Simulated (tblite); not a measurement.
Species: C₄H₈SSi.
Geometry (GFN2-xTB, Å), atoms numbered from 1 in this order:
```xyz
14
C4H8SSi angstrom
C     -3.4469    1.3657   -0.8030
C     -2.6847    0.5185   -0.4196
Si    -1.5176   -0.7911    0.1735
C      0.2158   -0.0081    0.0120
S      1.4886   -1.1846    0.5639
C      2.9626   -0.1612    0.2888
H     -4.1136    2.1074   -1.1394
H     -1.7904   -1.1016    1.5789
H     -1.6125   -1.9688   -0.6923
H      0.4381    0.2580   -1.0211
H      0.3054    0.8875    0.6263
H      3.0330    0.0979   -0.7646
H      3.8201   -0.7559    0.5851
H      2.9013    0.7360    0.8994
```

All values are computed: GFN2-xTB (tblite) harmonic vibrations without scaling, gas phase. The method is semi-empirical: single wavenumbers can be off by several per cent or more. Modes of hydrogen on silicon can be 10 to 20 % off. One conformer, not necessarily the lowest.

Harmonic wavenumbers (cm⁻¹): 39.6, 57.1, 72.3, 150.4, 163.2, 215.5, 233.7, 280.9, 459.4, 546.4, 642.0, 677.7, 683.2, 693.5, 715.4, 730.6, 752.4, 762.3, 791.7, 943.4, 945.1, 1063.6, 1169.1, 1318.3, 1438.8, 1452.6, 1453.7, 2208.1, 2243.7, 2249.4, 2964.8, 2974.6, 3015.6, 3016.4, 3061.0, 3352.7.

A = 7155, B = 886.9, C = 804.6 MHz; mass 116.012 u (most abundant isotopes); point group Cs, symmetry number 1.

Q: Zero-point energy?

A: Half the sum of the wavenumbers: 21769 cm⁻¹ = 260.42 kJ/mol.

Q: Give the ideal-gas entropy at 298.15 K and 1 bar in the rigid-rotor, harmonic-oscillator model (classical rotation).

A: Translation 168.14, rotation 119.38, vibration 120.68: S = 408.2 J/(mol K).

Q: And Cp and H(298.15 K) − H(0)?

A: Cp = 144.41 J/(mol K), of which vibrations give 111.16 (their classical limit is 36 R = 299.3); H(298.15 K) − H(0) = 27.78 kJ/mol without the zero-point energy, 17.86 from vibrations.

Q: How do the functions run with temperature in this model?

A: 
```tsv
T (K)	S (J/(mol K))	Cp (J/(mol K))	H − H(0) (kJ/mol)	G − H(0) (kJ/mol)	ln q(vib)
150	327.9	94.8	10.03	-39.15	3.56
250	384.2	128.8	21.20	-74.85	6.13
400	454.8	172.6	43.98	-137.92	9.71
600	532.7	211.9	82.71	-236.93	14.11
900	626.4	249.5	152.36	-411.36	19.97
```

q(vib) and H(0) count from the zero-point level.

Q: Blend soft modes into free rotors: weight 1/[1 + (100 cm⁻¹/ν̃)⁴] for the oscillator and the rest for a rotor with moment μB/(μ + B), μ = h/(8π²ν), B = 10⁻⁴⁴ kg m². What vibrational entropy results?

A: 107.07 J/(mol K) in place of 120.68, which changes −T·S at 298.15 K by +4.06 kJ/mol.

Q: What must be added to the electronic energy to get the Gibbs energy at 298.15 K and 1 bar?

A: ZPE + [H(298.15 K) − H(0)] − T·S = 260.42 + 27.78 − 121.71 = 166.49 kJ/mol.

Q: Which modes carry the vibrational entropy at 298.15 K?

A: 39.6 cm⁻¹: 22.09; 57.1 cm⁻¹: 19.06; 72.3 cm⁻¹: 17.11; 150.4 cm⁻¹: 11.16; 163.2 cm⁻¹: 10.51; 215.5 cm⁻¹: 8.35 J/(mol K); the other 30 give 32.40 together.

Hindered rotation and anharmonicity are outside this model. Other conformers, if any are populated, would add a mixing term that is left out.

Hardware: Arm Neoverse N1, one thread, no GPU, shared host. Cost: 0.69 s. The figure is for the frequency step alone.
